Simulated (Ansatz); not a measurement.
The cluster Na4Li, relaxed as a quartet with UKS PBE/def2-TZVP in Ansatz, starting from the PBE/def2-TZVP geometry of the neutral doublet. Force threshold 0.02 eV/Å.

The relaxation made no stability test and no search for a lower SCF solution. At PBE/def2-TZVP a doublet of charge 0 lies 0.40 eV below the quartet, each at its own geometry. The structure comes from a short search, and lower isomers may exist.

Start:

Cartesian coordinates in Å:
```
Li -0.811 -0.005 -0.258
Na -1.067 -3.059 -1.098
Na 1.836 -1.746 0.160
Na -1.524 3.060 0.243
Na 1.566 1.751 0.952
```

```tsv
step	energy (eV)	largest force component (eV/Å)	SCF passes
1	-17855.3825	0.143	20
2	-17855.4054	0.103	27
3	-17855.4433	0.046	25
4	-17855.4530	0.020	24
5	-17855.4542	0.017	24
6	-17855.4563	0.013	23
7	-17855.4611	0.020	23
8	-17855.4716	0.032	22
9	-17855.4868	0.043	22
10	-17855.5126	0.056	22
11	-17855.5446	0.069	21
12	-17855.5846	0.086	22
13	-17855.6345	0.108	22
14	-17855.6963	0.137	22
15	-17855.7664	0.160	21
16	-17855.8433	0.176	21
17	-17855.9199	0.148	21
18	-17855.9741	0.065	21
19	-17855.9831	0.007	21
20	-17855.9834	0.008	22
21	-17855.9843	0.018	20
22	-17855.9867	0.031	20
23	-17855.9991	0.026	20
24	-17856.0187	0.039	21
25	-17856.0355	0.018	21
```

Force components are those of the run's own axes.

End:

```xyz
5

Li   -0.962   -0.416    1.553
Na   -1.495   -1.748   -1.316
Na    1.758   -1.155   -0.425
Na   -0.738    1.605   -1.226
Na    1.437    1.714    1.413
```

Bonds formed: Na2–Na4, Na3–Na4 (atoms count from 1).

The force fell under the threshold at step 5, but the optimiser went on and released 0.581 eV more. No frequencies were taken in this run, so the end may be a saddle point.

Hardware: 4 threads of Arm Neoverse V2 on a shared host. Wall time 41 s.
